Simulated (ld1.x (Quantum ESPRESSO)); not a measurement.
# praseodymium: one change to a TM potential, before and after

| Item | Value |
| --- | --- |
| Element | praseodymium (Pr) |
| Generator | ld1.x (Quantum ESPRESSO) 7.5 |
| Type | norm-conserving Troullier–Martins (Kleinman–Bylander form) |
| Functional | PBE |
| Relativity | scalar-relativistic |
| Frozen core | [Xe] |
| Valence charge | 5 |
| Reference configuration | 4f3 5d0 6s0 6p0 (charge +2) |
| Partial waves | 6s (bound, empty): rc 3.55 bohr; 6p (bound, empty): rc 3.95 bohr; 5d (bound, empty): rc 3.10 bohr; 4f (bound): rc 1.45 bohr |
| Local potential | all-electron potential smoothed inside 2.40 bohr (lloc = -1) |
| Core correction | none |

All-electron outer shells of the reference configuration (PBE, scalar-relativistic, ld1.x):

```tsv
shell	level (eV)	outermost node (bohr)	outermost maximum (bohr)
5s	-51.77	0.74	1.35
5p	-34.14	0.79	1.53
4f	-13.84	–	0.69
5d	-13.50	0.90	2.14
6s	-13.19	1.79	3.40
6p	-9.52	2.10	4.10
```

Change: all radii scaled by about 1.33 (s 4.74, p 5.26, d 4.14, f 1.94 bohr); local potential all-electron potential smoothed inside 3.20 bohr (lloc = -1).

Cutoffs: the cutoffs (Ry, on a coarse ladder) from which the occupation-weighted sum of valence levels, in a spherical-Bessel basis at the reference potential, stays within 10 and 1 mRy of its value at 400 Ry; they do not see the model core or the augmentation charge, which bear on the density cutoff. Errors are all-electron minus pseudo energies relative to the spin-unpolarised reference configuration.

**Question.** How do hardness, ghosts and transferability respond?

**Answer.** The potential gets softer (160 Ry and 200 Ry → 100 Ry and 120 Ry); the bound ghosts move from p, s to s; the number of tests that count goes from 7 to 3; of the 3 tests that both files solve, the error grows in 1 and shrinks in 1 by more than 15 % and 0.3 meV (median size 920.6 → 840.6 meV). A larger radius leaves more room for a smooth pseudo-wave, so fewer plane waves are needed.

| quantity | base | changed |
| --- | --- | --- |
| cutoff, loose | 160 Ry | 100 Ry |
| cutoff, tight | 200 Ry | 120 Ry |
| bound ghosts | s, p | s |
| tests counted (converged, no solver errors) | 7 of 7 | 3 of 7 |
| error for 4f2 5d0 6s0 6p0, meV [ΔE 21.58 eV] | -1083 | -841 |
| error for 4f3 5d1 6s0 6p0, meV [ΔE -9.70 eV] | +344 | +364 |
| error for 4f2 5d1 6s2 6p0, meV [ΔE -15.21 eV] | +921 | +1254 |

Base: These tests converged, but a pseudo level misses the all-electron one widely, so the file describes the atom poorly there or has found another state: 4f2 5d0 6s0 6p0: 4f by 2.4 eV (a node warning on the way); 4f2 5d0 6s2 6p0: 4f by 2.3 eV; 4f2 5d1 6s2 6p0: 4f by 1.4 eV. Changed file: Tests not counted: 4f3 5d0 6s2 6p0 (solver errors, printed error -129 eV); 4f3 5d0 6s1 6p0 (solver errors, printed error +1.5 eV); 4f3 5d0 6s0 6p2 (solver errors, printed error -120 eV); 4f2 5d0 6s2 6p0 (solver errors, printed error -79.4 eV). A true bound ghost makes a file unfit for plane-wave use even where its test errors are small: the radial tests pick states by their node count and pass the ghost by. Where a test does run into it, the solver fails or the error is huge.
